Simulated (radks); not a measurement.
Task: Cs5+, 50 electrons, occupied as [Kr] 4d10 5s2 5p2 (the NIST ground configuration). All-electron calculation, scalar-relativistic Kohn-Sham, PBE, spin-polarised, spherical densities, finite nucleus; open shells are filled with parallel spins first (spin-orbit coupling, left out, can overturn this in heavy ions); Fermi nuclear charge, rms radius 4.8041 fm. Program: a radial shooting solver on a logarithmic mesh with Libxc functionals. Some entries of the table are withheld. Estimate them.

orbital,occ.,eigenvalue (hartree),r(max) (bohr)
1s up,1,-1317.704,0.01678
1s down,1,-1317.700,0.01678
2s up,1,-208.5269,0.09488
2s down,1,-208.5248,0.09488
2p up,3,-187.2934,0.07618
2p down,3,-187.2895,0.07618
3s up,1,-45.05795,0.2725
3s down,1,-45.05405,0.2725
3p up,3,-38.22331,0.2666
3p down,3,-38.21884,0.2666
3d up,5,-28.18989,0.2204
3d down,5,-28.18561,0.2204
4s up,1,-10.22400,0.6421
4s down,1,-10.21449,0.6423
4p up,3,-8.03511,0.6723
4p down,3,-8.02491,0.6725
4d up,5,-4.84416,(1)
4d down,5,-4.82909,(2)
5s up,1,-2.92026,1.491
5s down,1,-2.83740,1.479
5p up,2,-2.34366,(3)
5p down,0,-2.25743,(4)

Result: 
(1) 4d up r(max) (bohr): 0.7191
(2) 4d down r(max) (bohr): 0.7190
(3) 5p up r(max) (bohr): 1.655
(4) 5p down r(max) (bohr): 1.648
